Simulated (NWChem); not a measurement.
System: C3H6Si; SMILES C#C[SiH2]C

Here is an NWChem input.

```
start job
memory heap 200 mb stack 900 mb global 1100 mb
geometry units angstroms noautoz
  Si    -0.593024    -0.531863    -0.000453
  C      0.891566    -1.695495    -0.000519
  C     -0.031699     1.223548    -0.000091
  C      0.364702     2.386851     0.000052
  H     -1.445119    -0.756987     1.219693
  H     -1.444890    -0.756476    -1.220850
  H      1.519131    -1.527144    -0.898057
  H      1.517965    -1.528713     0.898126
  H      0.554608    -2.751782    -0.001660
  H      0.709688     3.412788     0.000166
end
basis spherical
  * library def2-tzvp
end
dft
  xc b3lyp
  iterations 150
  mulliken
end
task dft energy
```

All runs use the structure optimised with PBE-D3(BJ)/def2-SVP.

Question: Give the results of this calculation. (B3LYP/def2-TZVP.) Quantities: energy (Ha); highest occupied level (eV); orbital gap (eV); dipole (D).

Answer: 
* **energy (Ha)**: -407.45
* **highest occupied level (eV)**: -7.82
* **orbital gap (eV)**: 7.45
* **dipole (D)**: 0.75
